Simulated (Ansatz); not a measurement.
Stepwise reaction of `C[N]=[W](=[O])([Cl])[Cl]` with water, as a gas-phase model of exchange steps in deposition or etching. ΔE in kJ/mol; ΔG adds harmonic PBE0-D4 terms to CCSD(T)/CBS, at 1 bar.

Computed with Ansatz on PBE0-D4/def2-TZVP structures; ΔE is electronic, products minus reactants. CCSD(T)/CBS adds triple-zeta CCSD(T) − MP2 to the extrapolated MP2 energy (def2 sets, frozen cores). This one scheme is used for every species. DFT in def2-TZVPP. B3LYP here is the variant with VWN-RPA as its local correlation; programs differ in this. Elements past krypton have def2 core potentials. For W outer-core shells are correlated without core-valence functions, which leaves a few kJ/mol of doubt a bond. One conformer a species, not always the lowest.

```tsv
step	reaction	PBE-D4	B3LYP-D4	ωB97M-V	CCSD(T)/CBS	ΔG(400 K)
1	`C[N]=[W](=[O])([Cl])[Cl]` + H₂O → `C[N]=[W](=[O])([OH])[Cl]` + HCl	29.0	26.9	24.8	33.9	29.3
2	`C[N]=[W](=[O])([OH])[Cl]` + H₂O → `C[N]=[W](=[O])([OH])[OH]` + HCl	35.3	33.0	31.3	39.5	34.0
```

By hand: ΔE of the 2 steps together at CCSD(T)/CBS.

(33.9) + (39.5) = 73.4 kJ/mol, or 36.7 kJ/mol a step.

In ΔE each step is higher than the one before. All are uphill at CCSD(T)/CBS. ΔG lies between 29.3 and 34.0 kJ/mol a step. PBE-D4 differs from CCSD(T)/CBS by -4.9 to -4.2 kJ/mol a step. Only this route is followed, and other bonds may react first. Isolated molecules leave out the surface, adducts and barriers. Largest T1 diagnostic: 0.021.
